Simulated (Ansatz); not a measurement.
Program: Ansatz. Geometries: PBE0-D4/def2-TZVP. ΔE: electronic, gas phase. CCSD(T)/CBS adds triple-zeta CCSD(T) − MP2 to the extrapolated MP2 energy (def2 sets, frozen cores). This one scheme is used for every species. DFT in def2-TZVPP. Elements past krypton have def2 core potentials. For Te outer-core shells are correlated without core-valence functions, which leaves a few kJ/mol of doubt a bond. One conformer a species, not always the lowest.

`N#C[CH2][AlH2]` + `CB[TeH]` → `CB[Te][AlH2]` + `CC#N`  (ligand exchange at the Al–C bond)

CCSD(T)/CBS gives -25.4 kcal/mol.

Question: Another level gave -23.5 kcal/mol. Which?
A. PBE/def2-TZVPP
B. HF/def2-TZVPP
C. BHLYP/def2-TZVPP
D. BLYP/def2-TZVPP

Answer: A. PBE -23.5, BHLYP -24.9, HF/def2-TZVPP -27.0, BLYP -22.3 kcal/mol.

Largest T1 diagnostic among the species: 0.013.

In def2-TZVPP, CCSD(T) changes the Hartree–Fock value by +2.5 kcal/mol (the triples alone add +0.2 kcal/mol) and MP2 by +1.1 kcal/mol. Leaving LDA and LC-ωPBE aside and taking each functional with its dispersion term where it has one, the values, not all of them listed here, spread over 3.8 kcal/mol, from PBE-QIDH to B97M-V. From r2SCAN to r2SCAN0 (25 % exact exchange), in def2-TZVPP and without D4, ΔE moves by −1.2 kcal/mol.
